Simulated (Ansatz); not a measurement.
C3H2, SMILES `[C]=C=C` (charge 0, multiplicity 1).

Cartesian coordinates (Å):
```xyz
5

C      2.0278     0.0366    -0.1956
C      0.7577     0.0155    -0.0251
C     -0.5493    -0.0060     0.1512
H     -1.1509     0.8964     0.0625
H     -1.0764    -0.9270     0.3921
```
Charge 0, multiplicity 1.

Frozen-core energies in 6-31g from Ansatz (a quantum-chemistry and plane-wave program) at a geometry from PBE0-D3(BJ)/def2-TZVP; the HF reference has <S^2> = 0.00 (restricted, and unstable towards unrestricted orbitals) and the T1 diagnostic is 0.017.

| level | energy (Ha) |
|---|---|
| HF | -114.54982 |
| MP2 | -114.78983 |
| CCSD | -114.81889 |

Task: Estimate the energies of CCSD(T), CCSDT, CCSDT(Q) and CCSDTQ, and give each level's difference from CCSDTQ.

Result: 
```json
[
 {"level": "MP2", "energy (Ha)": "-114.78983", "difference from CCSDTQ (mHa)": "42.77"},
 {"level": "CCSD", "energy (Ha)": "-114.81889", "difference from CCSDTQ (mHa)": "13.72"},
 {"level": "CCSD(T)", "energy (Ha)": "-114.83107", "difference from CCSDTQ (mHa)": "1.54"},
 {"level": "CCSDT", "energy (Ha)": "-114.83179", "difference from CCSDTQ (mHa)": "0.81"},
 {"level": "CCSDT(Q)", "energy (Ha)": "-114.83262", "difference from CCSDTQ (mHa)": "-0.01"},
 {"level": "CCSDTQ", "energy (Ha)": "-114.83260", "difference from CCSDTQ (mHa)": "0.00"}
]
```
